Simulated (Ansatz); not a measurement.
**Worked example: CH9NSi2 + B(CH3)(SH) → CH8NSi2 + BH(CH3)(SH)**

Gas-phase species: CH9NSi2 `CN([SiH3])[SiH3]`, singlet; B(CH3)(SH), doublet; CH8NSi2 `CN([SiH2])[SiH3]`, doublet; BH(CH3)(SH), singlet. A radical takes H: the energy is the difference in strength between the Si–H bond broken and the B–H bond made.

Shapes, held fixed at every level: PBE0-D4/def2-TZVP. Flexible molecules stand in one conformer, not always the lowest. Programs: Ansatz 0.2.0. The zero-point and thermal change to 298 K, harmonic and unscaled (PBE0-D4/def2-TZVP), is +2.5 kJ/mol.

At CCSD(T)/CBS estimate; 1 Eh = 2625.50 kJ/mol:

| species | energy (Eh) |
| --- | --- |
| CH9NSi2 | -676.350369 |
| B(CH3)(SH) | -462.986663 |
| CH8NSi2 | -675.697074 |
| BH(CH3)(SH) | -463.660898 |

Q: Work out ΔH(298 K) of the reaction at this level.

A: 
1. Products less reactants: (-675.697074) + (-463.660898) − [(-676.350369) + (-462.986663)] = -0.020940 Eh = -55.0 kJ/mol.
2. With the thermal change: -55.0 + (+2.5) = -52.5 kJ/mol.

Other levels give -66.0 (SPW92/def2-TZVPP) to -39.7 kJ/mol (HF/def2-TZVPP). No measured value is set beside it here. Open shells run unrestricted. The CBS estimate extrapolates MP2 from def2-TZVPP and def2-QZVPP and adds CCSD(T) − MP2 in the triple-zeta set, cores frozen.
